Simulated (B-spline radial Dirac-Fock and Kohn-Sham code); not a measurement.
Fe²⁺ 3p3/2: cross section and angular parameters

System: Fe²⁺, [Ar] 3d6; threshold 85.52 eV (orbital energy of the model). Method: Dirac-Hartree-Slater photoionisation with a Latter tail; cross sections with all multipoles, angular parameters from the dipole term and its interference with E2. Computed with an atomic code on a B-spline grid.

The run's input, task.json:

```json
{"items": [{
  "Z": 26,
  "q": 2,
  "cfg": [[1, 0, 2], [2, 0, 2], [2, 1, 6], [3, 0, 2], [3, 1, 6], [3, 2, 6]],
  "A": 56,
  "rrms": 3.7377,
  "do": "xps",
  "hv": [55.9, 71.9, 77.3, 80, 148.0, 150, 288.0, 298.0, 501.0, 575.0, 600, 673.0, 829.0, 903.0, 1130.0, 1240.0, 1253.6, 1486.9, 1720.0, 1910.0, 2030.0, 2120.0, 2290.0, 2790.0, 4000, 4580.0, 5414.7, 6050.0, 8047.8, 12300.0]
}]}
```

Launch: `python xray2_run.py task.json out`

```tsv
hν (eV)	σ (kb)	β	γ	δ
148	661	0.863	0.151	0.014
150	661	0.890	0.150	0.013
288	409	1.518	-0.004	-0.001
298	391	1.531	-0.009	-0.001
501	171	1.627	0.005	0.003
575	132	1.630	0.033	0.004
600	121	1.629	0.044	0.005
673	95.9	1.624	0.076	0.006
829	61.1	1.603	0.148	0.008
903	50.3	1.591	0.183	0.010
1130	29.7	1.549	0.282	0.013
1240	23.6	1.528	0.326	0.015
1253.6	23.0	1.526	0.331	0.016
1486.9	14.9	1.481	0.418	0.020
1720	10.2	1.438	0.495	0.025
1910	7.71	1.405	0.551	0.029
2030	6.54	1.384	0.584	0.032
2120	5.81	1.369	0.607	0.034
2290	?	?	?	?
2790	2.68	1.266	0.757	0.050
4000	0.923	1.115	0.956	0.079
4580	0.608	1.055	1.028	0.093
5414.7	0.359	0.977	1.112	0.114
6050	0.252	0.925	1.165	0.129
8047.8	0.0990	0.791	1.292	0.175
12300	0.0234	0.595	1.451	0.264
```

Question: Give the values at 2290 eV.

Answer: σ = 4.69 kb, β = 1.341, γ = 0.649, δ = 0.038.
